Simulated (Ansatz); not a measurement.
Reaction (formal exchange of groups at a C–Sn bond): `O=[CH][SnH3]` + `[InH3]` → `O=[CH][InH2]` + `[SnH4]`

Computed with Ansatz on PBE0-D4/def2-TZVP structures; ΔE is electronic, products minus reactants. CCSD(T)/CBS is the MP2 limit (def2-TZVPP, def2-QZVPP) plus CCSD(T) − MP2 in def2-TZVPP, frozen cores. Functionals use def2-TZVPP. B3LYP here is the variant with VWN-RPA as its local correlation; programs differ in this. HSE06 is defined as in plane-wave codes. Elements past krypton have def2 core potentials. For In, Sn outer-core shells are correlated without core-valence functions, which leaves a few kJ/mol of doubt a bond.

```json
{"level": "LDA (SPW92)", "ΔE (kJ/mol)": "-3.3", "difference from CCSD(T)/CBS": "-1.1"}
{"level": "PBE-D4", "ΔE (kJ/mol)": "-3.1", "difference from CCSD(T)/CBS": "-0.9"}
{"level": "revPBE-D4", "ΔE (kJ/mol)": "-2.2", "difference from CCSD(T)/CBS": "0.0"}
{"level": "BLYP-D4", "ΔE (kJ/mol)": "-3.0", "difference from CCSD(T)/CBS": "-0.8"}
{"level": "PBE0-D4", "ΔE (kJ/mol)": "-2.1", "difference from CCSD(T)/CBS": "0.1"}
{"level": "B3LYP-D4", "ΔE (kJ/mol)": "-2.2", "difference from CCSD(T)/CBS": "0.0"}
{"level": "r2SCANh-D4", "ΔE (kJ/mol)": "-2.8", "difference from CCSD(T)/CBS": "-0.6"}
{"level": "r2SCAN0-D4", "ΔE (kJ/mol)": "-2.4", "difference from CCSD(T)/CBS": "-0.2"}
{"level": "HSE06-D4", "ΔE (kJ/mol)": "-2.2", "difference from CCSD(T)/CBS": "0.0"}
{"level": "BHLYP-D4", "ΔE (kJ/mol)": "-1.9", "difference from CCSD(T)/CBS": "0.3"}
{"level": "CAM-B3LYP-D4", "ΔE (kJ/mol)": "-2.2", "difference from CCSD(T)/CBS": "0.0"}
{"level": "ωB97X-V", "ΔE (kJ/mol)": "-2.3", "difference from CCSD(T)/CBS": "-0.1"}
{"level": "ωB97M-V", "ΔE (kJ/mol)": "-1.9", "difference from CCSD(T)/CBS": "0.3"}
{"level": "PBE-QIDH", "ΔE (kJ/mol)": "-3.2", "difference from CCSD(T)/CBS": "-1.0"}
{"level": "PBE", "ΔE (kJ/mol)": "-4.0", "difference from CCSD(T)/CBS": "-1.8"}
{"level": "revPBE", "ΔE (kJ/mol)": "-4.1", "difference from CCSD(T)/CBS": "-1.9"}
{"level": "BLYP", "ΔE (kJ/mol)": "-4.7", "difference from CCSD(T)/CBS": "-2.5"}
{"level": "r2SCAN", "ΔE (kJ/mol)": "-3.5", "difference from CCSD(T)/CBS": "-1.3"}
{"level": "PBE0", "ΔE (kJ/mol)": "-2.9", "difference from CCSD(T)/CBS": "-0.7"}
{"level": "B3LYP", "ΔE (kJ/mol)": "-3.5", "difference from CCSD(T)/CBS": "-1.3"}
{"level": "r2SCANh", "ΔE (kJ/mol)": "-3.1", "difference from CCSD(T)/CBS": "-0.9"}
{"level": "r2SCAN0", "ΔE (kJ/mol)": "-2.7", "difference from CCSD(T)/CBS": "-0.5"}
{"level": "HSE06", "ΔE (kJ/mol)": "-2.9", "difference from CCSD(T)/CBS": "-0.7"}
{"level": "CAM-B3LYP", "ΔE (kJ/mol)": "-2.9", "difference from CCSD(T)/CBS": "-0.7"}
{"level": "LC-ωPBE", "ΔE (kJ/mol)": "-3.0", "difference from CCSD(T)/CBS": "-0.8"}
{"level": "RPA@PBE/def2-TZVPP", "ΔE (kJ/mol)": "-5.0", "difference from CCSD(T)/CBS": "-2.8"}
{"level": "HF/def2-SVP", "ΔE (kJ/mol)": "-2.4", "difference from CCSD(T)/CBS": "-0.2"}
{"level": "MP2/def2-SVP", "ΔE (kJ/mol)": "-3.4", "difference from CCSD(T)/CBS": "-1.2"}
{"level": "CCSD/def2-SVP", "ΔE (kJ/mol)": "-3.9", "difference from CCSD(T)/CBS": "-1.7"}
{"level": "CCSD(T)/def2-SVP", "ΔE (kJ/mol)": "-4.2", "difference from CCSD(T)/CBS": "-2.0"}
{"level": "HF/def2-TZVPP", "ΔE (kJ/mol)": "-2.2", "difference from CCSD(T)/CBS": "0.0"}
{"level": "MP2/def2-TZVPP", "ΔE (kJ/mol)": "-3.8", "difference from CCSD(T)/CBS": "-1.6"}
{"level": "SCS-MP2/def2-TZVPP", "ΔE (kJ/mol)": "-3.6", "difference from CCSD(T)/CBS": "-1.4"}
{"level": "CCSD/def2-TZVPP", "ΔE (kJ/mol)": "-4.0", "difference from CCSD(T)/CBS": "-1.8"}
{"level": "CCSD(T)/def2-TZVPP", "ΔE (kJ/mol)": "-4.3", "difference from CCSD(T)/CBS": "-2.1"}
{"level": "MP2/def2-QZVPP", "ΔE (kJ/mol)": "-2.6", "difference from CCSD(T)/CBS": "-0.4"}
{"level": "SCS-MP2/def2-QZVPP", "ΔE (kJ/mol)": "-2.5", "difference from CCSD(T)/CBS": "-0.3"}
{"level": "HF/CBS(def2)", "ΔE (kJ/mol)": "-2.3", "difference from CCSD(T)/CBS": "-0.1"}
{"level": "MP2/CBS(def2)", "ΔE (kJ/mol)": "-1.7", "difference from CCSD(T)/CBS": "0.5"}
{"level": "CCSD/CBS(def2)", "ΔE (kJ/mol)": "-1.9", "difference from CCSD(T)/CBS": "0.3"}
{"level": "CCSD(T)/CBS", "ΔE (kJ/mol)": "-2.2", "difference from CCSD(T)/CBS": "0"}
```

Largest T1 diagnostic among the species: 0.017.

Leaving LDA and LC-ωPBE aside and taking each functional with its dispersion term where it has one, the values, not all of them listed here, spread over 2.0 kJ/mol, from B2PLYP to B97M-V.
